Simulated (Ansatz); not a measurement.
The cluster Cu5O4⁺ (the lowest singlet isomer of a short search), 9 atoms. Hardware: 4 threads of Intel Xeon on a shared host.

Correlated methods freeze 49 core orbitals.

(1) How many basis functions does each of these Ansatz runs have, and roughly what does it cost? PBE0-D4/def2-TZVP, charge 1 singlet, energy, from earlier orbitals; PBE-D4/def2-SVP, charge 1 singlet, energy, from earlier orbitals; MP2/def2-SVP, charge 1 singlet, energy, from earlier orbitals; RPA@PBE/def2-SVP, charge 1 singlet, energy, from earlier orbitals; r2SCAN-D4/def2-TZVP, charge 1 singlet, energy, from earlier orbitals; B3LYP-D4/def2-TZVP, charge 1 singlet, energy, from earlier orbitals; HF/STO-3G, charge 1 singlet, energy; PBE-D4/def2-TZVP, charge 1 singlet, energy and forces, from earlier orbitals; HSE06-D4/def2-TZVP, charge 1 singlet, energy, from earlier orbitals; PBE0-D4/def2-SVP, charge 1 singlet, energy, from earlier orbitals; PBE0-D4/def2-SVP, charge 1 singlet, relaxation, 14 steps; r2SCANh-D4/def2-TZVP, charge 1 singlet, energy, from earlier orbitals.

Results:

(1) Other jobs shared the machine, so times can vary by a factor of up to 3. A dash marks memory too small to be measured apart from the calling script's.

```json
{"run": "PBE-D4/def2-SVP, charge 1 singlet, energy, from earlier orbitals", "functions": "211", "fitting or Cholesky vectors": "2492", "wall time": "11 s", "peak host memory (GiB)": "–"}
{"run": "PBE0-D4/def2-SVP, charge 1 singlet, energy, from earlier orbitals", "functions": "211", "fitting or Cholesky vectors": "2239", "wall time": "21 s", "peak host memory (GiB)": "0.93"}
{"run": "PBE-D4/def2-TZVP, charge 1 singlet, energy and forces, from earlier orbitals", "functions": "349", "fitting or Cholesky vectors": "2869", "wall time": "25 s", "peak host memory (GiB)": "1"}
{"run": "r2SCAN-D4/def2-TZVP, charge 1 singlet, energy, from earlier orbitals", "functions": "349", "fitting or Cholesky vectors": "2869", "wall time": "38 s", "peak host memory (GiB)": "1.1"}
{"run": "B3LYP-D4/def2-TZVP, charge 1 singlet, energy, from earlier orbitals", "functions": "349", "fitting or Cholesky vectors": "3165", "wall time": "49 s", "peak host memory (GiB)": "2.2"}
{"run": "HSE06-D4/def2-TZVP, charge 1 singlet, energy, from earlier orbitals", "functions": "349", "fitting or Cholesky vectors": "3165", "wall time": "55 s", "peak host memory (GiB)": "2.3"}
{"run": "HF/STO-3G, charge 1 singlet, energy", "functions": "110", "fitting or Cholesky vectors": "1213", "wall time": "56 s", "peak host memory (GiB)": "0.67"}
{"run": "r2SCANh-D4/def2-TZVP, charge 1 singlet, energy, from earlier orbitals", "functions": "349", "fitting or Cholesky vectors": "3165", "wall time": "62 s", "peak host memory (GiB)": "2.2"}
{"run": "PBE0-D4/def2-TZVP, charge 1 singlet, energy, from earlier orbitals", "functions": "349", "fitting or Cholesky vectors": "3165", "wall time": "77 s", "peak host memory (GiB)": "2.2"}
{"run": "RPA@PBE/def2-SVP, charge 1 singlet, energy, from earlier orbitals", "functions": "211", "fitting or Cholesky vectors": "2239", "wall time": "2.6 min", "peak host memory (GiB)": "2.4"}
{"run": "MP2/def2-SVP, charge 1 singlet, energy, from earlier orbitals", "functions": "211", "fitting or Cholesky vectors": "2239", "wall time": "2.6 min", "peak host memory (GiB)": "2.4"}
{"run": "PBE0-D4/def2-SVP, charge 1 singlet, relaxation, 14 steps", "functions": "211", "fitting or Cholesky vectors": "2466", "wall time": "7 min", "peak host memory (GiB)": "1.2"}
```
